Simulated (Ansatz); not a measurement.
## Scan of the F1–Ga2 bond length

GaHClF (SMILES [F][GaH][Cl]), singlet, at its PBE0-D4/def2-TZVP minimum:

| atom | x (Å) | y (Å) | z (Å) |
| --- | --- | --- | --- |
| F1 | -1.6868 | 0.0404 | 0.2663 |
| Ga2 | 0.0242 | 0.1336 | -0.0590 |
| Cl3 | 1.0662 | -1.6589 | 0.3917 |
| H4 | 0.6520 | 1.4246 | -0.6194 |

The bond length F1–Ga2 (1.744 Å at the minimum) is set to the values below, the two halves moving rigidly along the bond. Each method's energies count from its own value at the PBE0-D4 minimum structure. Ansatz 0.2.0; basis: def2-TZVPP; cores frozen in the correlated methods. Filled d shells of the heavier atoms are correlated. The def2 sets are not built for correlating such inner shells, so the correlated values are less sure here.

CCSD(T) energies along the scan:
```json
{"bond length (Å)": "1.430", "CCSD(T) (kJ/mol)": "242.9"}
{"bond length (Å)": "1.504", "CCSD(T) (kJ/mol)": "120.7"}
{"bond length (Å)": "1.611", "CCSD(T) (kJ/mol)": "29.6"}
{"bond length (Å)": "1.737", "CCSD(T) (kJ/mol)": "0.0"}
{"bond length (Å)": "1.876", "CCSD(T) (kJ/mol)": "18.7"}
{"bond length (Å)": "2.027", "CCSD(T) (kJ/mol)": "67.3"}
{"bond length (Å)": "2.186", "CCSD(T) (kJ/mol)": "130.4"}
{"bond length (Å)": "2.354", "CCSD(T) (kJ/mol)": "198.8"}
{"bond length (Å)": "2.529", "CCSD(T) (kJ/mol)": "265.8"}
```
They count from the CCSD(T) energy at the PBE0-D4 minimum.

Minimum and curvature along this coordinate at CCSD(T): A fifth-order fit through the nearest points gives 1.743 Å, with a curvature of about 27 eV/Å².

Problem. Treat the two halves as rigid bodies and work out the harmonic wavenumber of this stretch from that curvature (ν̃ = 521.5 √(k/μ) cm⁻¹ with k in eV/Å² and μ in u).

Solution. The halves weigh 19.00 and 106.18 u, so μ = 19.00 × 106.18/125.18 = 16.116 u and ν̃ = 521.5 √(27/16.116) ≈ 680 cm⁻¹. A true normal mode mixes in other motions, so this is a guide only.

Largest difference from the CCSD(T) curve over the scan: PBE-D4 46.1; r2SCAN-D4 14.0; PBE0-D4 11.7; wB97M-V 7.1 kJ/mol. Each curve counts from its own value at the minimum.

T1 diagnostic: at most 0.021.

For scale, one of the runs: CCSD(T)/def2-TZVPP, 135 basis functions (an equivalent command: `ansatz run in.yaml --threads 2`). Time: 10 s of wall clock on 2 CPU threads; the host was shared. Peak host memory: 0.76 GiB.
